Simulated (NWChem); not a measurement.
All runs are NWChem calculations. System: C3H4ClNSi, charge 0, spin multiplicity 1, at a geometry optimised with PBE/def2-SVP. The structure started from a generated list of species. Level: RHF/def2-SVP.

The NWChem input:

```
start mol
memory heap 200 mb stack 800 mb global 1000 mb
geometry units angstroms nocenter noautoz
  Cl     1.459609    -1.698459     0.000000
  C      0.218790    -0.503592     0.000000
  C     -1.119171    -0.765779     0.000000
  C     -1.951098     0.471555     0.000000
  N     -1.420394     1.656104     0.000000
  Si     0.346954     1.399197     0.000000
  H     -1.566421    -1.773349     0.000000
  H     -3.059179     0.356426     0.000000
  H      1.003265     1.948067    -1.231922
  H      1.003265     1.948067     1.231922
  symmetry group Cs
end
basis spherical
  * library def2-svp
end
scf
  rhf
  nopen 0
  maxiter 100
  thresh 1e-7
  semidirect memsize 60000000 filesize 0
end
task scf energy
```

Part of the output:

```
             Northwest Computational Chemistry Package (NWChem) 7.3.0
             --------------------------------------------------------

                                NWChem Input Module
                                -------------------

 Scaling coordinates for geometry "geometry" by  1.889725989
 (inverse scale =  0.529177249)

 Turning off AUTOSYM since
 SYMMETRY directive was detected!

                             Geometry "geometry" -> ""
                             -------------------------

 Output coordinates in angstroms (scale by  1.889725989 to convert to a.u.)

  No.       Tag          Charge          X              Y              Z
 ---- ---------------- ---------- -------------- -------------- --------------
    1 Cl                  17.0000     1.45960900    -1.69845900     0.00000000
    2 C                    6.0000     0.21879000    -0.50359200     0.00000000
    3 C                    6.0000    -1.11917100    -0.76577900     0.00000000
    4 C                    6.0000    -1.95109800     0.47155500     0.00000000
    5 N                    7.0000    -1.42039400     1.65610400     0.00000000
    6 Si                  14.0000     0.34695400     1.39919700     0.00000000
    7 H                    1.0000    -1.56642100    -1.77334900     0.00000000
    8 H                    1.0000    -3.05917900     0.35642600     0.00000000
    9 H                    1.0000     1.00326500     1.94806700    -1.23192200
   10 H                    1.0000     1.00326500     1.94806700     1.23192200

 Effective nuclear repulsion energy (a.u.)     319.8547083449

            Nuclear Dipole moment (a.u.)
            ----------------------------
        X                 Y               Z
 ---------------- ---------------- ----------------
     0.0000132281    -0.0000037795     0.0000000000

      Symmetry information
      --------------------

 Group name             Cs
 Group number              2
 Group order               2
 No. of unique centers     9

      Symmetry unique atoms

     1    2    3    4    5    6    7    8    9


 Summary of "ao basis" -> "" (spherical)
[...]
 Vector   31  Occ=0.000000D+00  E= 5.510170D-02  Symmetry=a"
              MO Center= -6.7D-01,  2.2D-01, -7.0D-15, r^2= 3.7D+00
   Bfn.  Coefficient  Atom+Function         Bfn.  Coefficient  Atom+Function
  ----- ------------  ---------------      ----- ------------  ---------------
    27      0.442062   2 C  pz               87      0.406388   6 Si pz
    41     -0.368591   3 C  pz              104      0.346407   9 H  s
   109     -0.346407  10 H  s                55     -0.321674   4 C  pz
    24      0.302514   2 C  pz               69      0.281664   5 N  pz
    52     -0.249474   4 C  pz               38     -0.219467   3 C  pz

 Vector   32  Occ=0.000000D+00  E= 1.539198D-01  Symmetry=a'
              MO Center=  6.8D-01,  1.3D+00, -1.1D-14, r^2= 4.1D+00
   Bfn.  Coefficient  Atom+Function         Bfn.  Coefficient  Atom+Function
  ----- ------------  ---------------      ----- ------------  ---------------
    85      1.086551   6 Si px               86     -0.884132   6 Si py
    21     -0.794396   2 C  s                63      0.750583   5 N  s
    78      0.531969   6 Si s                26     -0.385754   2 C  py
    94     -0.365729   7 H  s               104     -0.289508   9 H  s
   109     -0.289508  10 H  s                67      0.284396   5 N  px

 Vector   33  Occ=0.000000D+00  E= 1.779044D-01  Symmetry=a'
              MO Center=  2.5D-01,  1.4D+00, -1.2D-14, r^2= 5.4D+00
   Bfn.  Coefficient  Atom+Function         Bfn.  Coefficient  Atom+Function
  ----- ------------  ---------------      ----- ------------  ---------------
    86      1.571200   6 Si py               21      1.236069   2 C  s
    85      1.043310   6 Si px              104     -0.770328   9 H  s
   109     -0.770328  10 H  s                49      0.726470   4 C  s
    26      0.679605   2 C  py               78     -0.494669   6 Si s
    94     -0.441751   7 H  s                40     -0.422584   3 C  py

 center of mass
 --------------
 x =   0.06462291 y =  -0.06675843 z =   0.00000000

 moments of inertia (a.u.)
 ------------------
         788.002044144566         365.483461443147           0.000000000000
         365.483461443147         658.007908975379           0.000000000000
           0.000000000000           0.000000000000        1424.162077626989

  Mulliken analysis of the total density
  --------------------------------------

    Atom       Charge   Shell Charges
 -----------   ------   -------------------------------------------------------
    1 Cl  17    17.13   2.00  1.99  1.21  0.76  5.94  2.10  3.09  0.04
    2 C    6     6.24   1.99  0.92  0.30  1.93  1.04  0.05
    3 C    6     6.09   1.99  0.89  0.31  2.00  0.86  0.04
    4 C    6     5.84   1.99  0.91  0.22  1.92  0.72  0.07
    5 N    7     7.53   1.99  1.01  0.65  2.28  1.58  0.03
    6 Si  14    13.08   2.00  1.99  0.94  0.08  5.94  1.20  0.63  0.30
    7 H    1     0.93   0.74  0.16  0.03
    8 H    1     0.93   0.75  0.16  0.02
    9 H    1     1.12   0.74  0.38  0.01
   10 H    1     1.12   0.74  0.38  0.01

       Multipole analysis of the density wrt the origin
       ------------------------------------------------

     L   x y z        total         open         nuclear
     -   - - -        -----         ----         -------
     0   0 0 0      0.000000      0.000000     60.000000

     1   1 0 0     -0.107618      0.000000      0.000013
     1   0 1 0     -0.486791      0.000000     -0.000004
     1   0 0 1      0.000000      0.000000      0.000000

     2   2 0 0    -35.804440      0.000000    344.587050
     2   1 1 0      5.166862      0.000000   -168.758395
     2   1 0 1     -0.000000      0.000000      0.000000
     2   0 2 0    -40.171796      0.000000    403.117168
     2   0 1 1      0.000000      0.000000      0.000000
     2   0 0 2    -38.168325      0.000000     10.839122

 Task  times  cpu:        4.2s     wall:        4.2s

 Total times  cpu:        4.2s     wall:        4.2s
```
